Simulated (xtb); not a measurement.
xtb input (GFN2-xTB):

```bash
xtb mol.xyz --gfn 2 --sp --chrg 0 --uhf 0
```
mol.xyz:
```
13

C      1.48334190    -1.07746449     0.13514852
Si    -0.01068474     0.03828163    -0.00162366
C     -1.51970134    -0.89943384    -0.54427400
O     -0.25223363     0.80115323     1.45177148
O      0.20998776     1.22327015    -1.12641834
H      1.32833726    -1.86924308     0.87305721
H      2.37441024    -0.51637668     0.42695642
H      1.69263035    -1.55802326    -0.82309486
H     -1.38400079    -1.31289117    -1.54593997
H     -1.73548167    -1.72672577     0.13562771
H     -2.39033627    -0.24156111    -0.56529181
H      0.07530448     0.37536595     2.24645949
H      0.74484620     1.97951513    -0.87311535
```

End of the output:

```
         :::::::::::::::::::::::::::::::::::::::::::::::::::::
         ::                     SUMMARY                     ::
         :::::::::::::::::::::::::::::::::::::::::::::::::::::
         :: total energy             -18.301157154203 Eh    ::
         :: gradient norm              0.039611133485 Eh/a0 ::
         :: HOMO-LUMO gap              7.680593449016 eV    ::
         ::.................................................::
         :: SCC energy               -18.486327365919 Eh    ::
         :: -> isotropic ES            0.070071796608 Eh    ::
         :: -> anisotropic ES          0.003862033771 Eh    ::
         :: -> anisotropic XC          0.005019258228 Eh    ::
         :: -> dispersion             -0.007010336359 Eh    ::
         :: repulsion energy           0.185170211716 Eh    ::
         :: add. restraining           0.000000000000 Eh    ::
         :: total charge               0.000000000000 e     ::
         :::::::::::::::::::::::::::::::::::::::::::::::::::::

           -------------------------------------------------
          |                Property Printout                |
           -------------------------------------------------

    * Orbital Energies and Occupations

         #    Occupation            Energy/Eh            Energy/eV
      -------------------------------------------------------------
         1        2.0000           -0.7775597             -21.1585
       ...           ...                  ...                  ...
         4        2.0000           -0.5669577             -15.4277
         5        2.0000           -0.5597237             -15.2309
         6        2.0000           -0.5535936             -15.0640
         7        2.0000           -0.5180959             -14.0981
         8        2.0000           -0.4848582             -13.1937
         9        2.0000           -0.4693138             -12.7707
        10        2.0000           -0.4634293             -12.6106
        11        2.0000           -0.4620748             -12.5737
        12        2.0000           -0.4566429             -12.4259
        13        2.0000           -0.4535218             -12.3410
        14        2.0000           -0.4504440             -12.2572
        15        2.0000           -0.4295982             -11.6900
        16        2.0000           -0.3867733             -10.5246 (HOMO)
        17                         -0.1045167              -2.8440 (LUMO)
        18                         -0.0962253              -2.6184
        19                         -0.0680048              -1.8505
        20                          0.0570534               1.5525
        21                          0.0625613               1.7024
        22                          0.0675986               1.8395
        23                          0.1811414               4.9291
        24                          0.1924769               5.2376
        25                          0.1995549               5.4302
        26                          0.2100511               5.7158
        27                          0.2252128               6.1284
       ...                                ...                  ...
        33                          0.7818583              21.2754
      -------------------------------------------------------------
                  HL-Gap            0.2822566 Eh            7.6806 eV
             Fermi-level           -0.2456450 Eh           -6.6843 eV

     #   Z          covCN         q      C6AA      α(0)
     1   6 C        3.651    -0.213    25.096     7.195
     2  14 Si       3.304     0.597   116.390    21.864
     3   6 C        3.653    -0.202    24.854     7.159
     4   8 O        1.574    -0.494    22.817     6.446
     5   8 O        1.574    -0.477    22.455     6.394
     6   1 H        0.924     0.022     2.702     2.570
     7   1 H        0.924     0.026     2.649     2.545
     8   1 H        0.924     0.031     2.570     2.507
     9   1 H        0.924     0.035     2.523     2.484
    10   1 H        0.924     0.026     2.642     2.542
    11   1 H        0.924     0.040     2.449     2.447
    12   1 H        0.809     0.302     0.714     1.327
    13   1 H        0.810     0.307     0.699     1.313

 Mol. C6AA /au·bohr⁶  :       1692.770695
 Mol. C8AA /au·bohr⁸  :      50148.958720
 Mol. α(0) /au        :         66.792982

Wiberg/Mayer (AO) data.
largest (>0.10) Wiberg bond orders for each atom

 ---------------------------------------------------------------------------
     #   Z sym  total        # sym  WBO       # sym  WBO       # sym  WBO
 ---------------------------------------------------------------------------
     1   6 C    3.977 --     8 H    0.995     6 H    0.994     7 H    0.990
                             2 Si   0.868
     2  14 Si   4.062 --     5 O    1.147     4 O    1.120     3 C    0.882
                             1 C    0.868
     3   6 C    3.983 --    10 H    0.993     9 H    0.993    11 H    0.989
                             2 Si   0.882
     4   8 O    2.139 --     2 Si   1.120    12 H    0.893
     5   8 O    2.158 --     2 Si   1.147    13 H    0.886
     6   1 H    1.000 --     1 C    0.994
     7   1 H    0.999 --     1 C    0.990
     8   1 H    0.999 --     1 C    0.995
     9   1 H    0.999 --     3 C    0.993
    10   1 H    0.999 --     3 C    0.993
    11   1 H    0.998 --     3 C    0.989
    12   1 H    0.909 --     4 O    0.893
    13   1 H    0.906 --     5 O    0.886
 ---------------------------------------------------------------------------

Topologies differ in total number of bonds
Writing topology from bond orders to xtbtopo.mol

molecular dipole:
                 x           y           z       tot (Debye)
 q only:        0.407      -0.051       0.460
   full:        0.563      -0.286       0.605       2.222
molecular quadrupole (traceless):
                xx          xy          yy          xz          yz          zz
 q only:       -1.127       2.666       0.341       0.349      -1.036       0.786
  q+dip:       -0.618       3.159       0.346       0.787      -1.202       0.271
   full:       -0.633       3.364       0.385       0.950      -1.294       0.247

           -------------------------------------------------
          | TOTAL ENERGY              -18.301157154203 Eh   |
Note: The following floating-point exceptions are signalling: IEEE_UNDERFLOW_FLAG IEEE_DENORMAL
normal termination of xtb
          | GRADIENT NORM               0.039611133485 Eh/α |
          | HOMO-LUMO GAP               7.680593449016 eV   |
           -------------------------------------------------

------------------------------------------------------------------------
------------------------------------------------------------------------
 total:
 SCF:
```
